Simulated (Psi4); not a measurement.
Pair of molecules, SMILES F with SMILES FCF (the first has 2 atoms); geometry from B3LYP-D3(BJ)/def2-TZVP, rigid monomers moved along the line of their centres of mass till H2···F3 is 1.66 Å.
(charge 0, multiplicity 1):
```
atom    x (Å)    y (Å)    z (Å)
----  -------  -------  -------
F     -0.1266   0.0956  -0.0637
H      0.1928   0.6239   0.6339
F      0.7423   0.8781   2.1768
C      0.3752  -0.2011   2.9610
F     -0.7274   0.1494   3.6611
H      1.1953  -0.3996   3.6500
H      0.1371  -1.0317   2.2974
```

The numbers are results of SAPT0/jun-cc-pV(D+d)Z run with Psi4 1.11, not measurements.

**Question.** Which attractive term is largest, and how does the interaction split up?

**Answer.** electrostatics -40.5, exchange 49.8, induction -16.1, dispersion -7.5, total -14.3 kJ/mol; the largest attraction is electrostatics.
